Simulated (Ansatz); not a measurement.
**C2H7BClGa: where a starting geometry ends**

The starting geometry of this gas-phase singlet was optimised with GFN2-xTB; its bonds are those of `B[CH2][Ga]([CH3])[Cl]`.

| atom | x (Å) | y (Å) | z (Å) |
| --- | --- | --- | --- |
| C | -0.8454 | 3.0375 | 0.9894 |
| C | 1.6715 | 0.6283 | 2.1728 |
| B | -2.0906 | 2.2431 | 0.5686 |
| Cl | -0.9328 | 1.7274 | 4.3171 |
| Ga | -0.0141 | 1.7736 | 2.4242 |
| H | -3.1015 | 2.3724 | 1.1491 |
| H | -2.0188 | 1.4571 | -0.3011 |
| H | -0.0571 | 3.1637 | 0.2426 |
| H | -1.0206 | 3.9777 | 1.5217 |
| H | 1.7985 | -0.0202 | 3.0427 |
| H | 1.5975 | 0.0117 | 1.2750 |
| H | 2.5572 | 1.2605 | 2.0775 |

Question: Predict what it relaxes into with B3LYP-D3(BJ)/def2-SVP.

Answer: It keeps its bonds, and is `B[CH2][Ga]([CH3])[Cl]`.

The energy falls by 0.18 eV over 26 steps:

```csv
step,E − E(last) (eV)
1,0.179
4,0.008
7,0.006
9,0.004
12,0.003
15,0.002
18,0.001
20,0.000
23,0.000
26,0.000
```

Final geometry (Å):

| atom | x (Å) | y (Å) | z (Å) |
| --- | --- | --- | --- |
| C | -0.9103 | 3.0625 | 1.0706 |
| C | 1.5019 | 0.6023 | 2.0897 |
| B | -1.9562 | 2.0824 | 0.5467 |
| Cl | -0.4181 | 2.3600 | 4.4722 |
| Ga | 0.0893 | 1.9314 | 2.3953 |
| H | -3.0409 | 1.9930 | 1.0725 |
| H | -1.6837 | 1.3107 | -0.3454 |
| H | -0.1067 | 3.3370 | 0.3670 |
| H | -1.2657 | 3.9142 | 1.6669 |
| H | 1.2616 | -0.3190 | 2.6428 |
| H | 1.6160 | 0.3688 | 1.0212 |
| H | 2.4566 | 0.9893 | 2.4800 |

The end wasn't checked by frequencies. Run with Ansatz 0.2.0, 4.2 min on 2 threads of Intel(R) Xeon(R) Processor @ 2.50GHz (Skylake/Cascade Lake) (shared host).
